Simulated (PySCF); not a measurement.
Spectrum to structure. Method used: TDDFT CAM-B3LYP/def2-SVPD, vertical, gas phase, core orbitals frozen in the response (PySCF 2.14.0, density-fitted response routines). Geometries: PBE0-D3(BJ)/def2-SVP, one conformer each.

| state | E (eV) | f |
| --- | --- | --- |
| S1 | 5.86 | 0.0005 |
| S2 | 6.37 | 0.056 |
| S3 | 6.70 | 0.0091 |
| S4 | 7.10 | 0.019 |
| S5 | 7.52 | 0.0052 |
| S6 | 7.63 | 0.025 |

Orbital energies (eV): HOMO-3 -10.71, HOMO-2 -10.58, HOMO-1 -9.96, HOMO -8.16, LUMO 0.75, LUMO+1 1.24, LUMO+2 1.32.

Question: Which candidate is it?
A. `C1=CC2=C(C=CS2)O1`
B. `CCSCCB(O)O`
C. `O=S1(=O)C=CC=C1`

Answer: B. Its S1, at 5.86 eV, is the highest among the candidates; the nearest of the others has S1 at 5.18 eV. S1 is HOMO→LUMO+1 (75%). Löwdin shares by element: HOMO sulfur 63%, carbon 16% or more, oxygen 5% or more (atoms not listed hold the other 17%); LUMO boron 41%, oxygen 14%, sulfur 5% (atoms not listed hold the other 39%). At the same level the other candidates give, for their lowest levels:
- `c1cc2sccc2o1`: 5.18 eV (f 0.269); 5.65 eV (f 0.107); 5.78 eV (f 0.000); 6.03 eV (f 0.000); 6.21 eV (f 0.015); T1 3.37 eV; HOMO -7.49, LUMO 0.37 eV
- `O=S1(=O)C=CC=C1`: 4.31 eV (f 0.025); 4.86 eV (f 0.000); 5.69 eV (f 0.063); 6.30 eV (f 0.005); 6.55 eV (f 0.027); T1 2.64 eV; HOMO -9.17, LUMO -1.56 eV
Triplets come from the Tamm–Dancoff approximation.
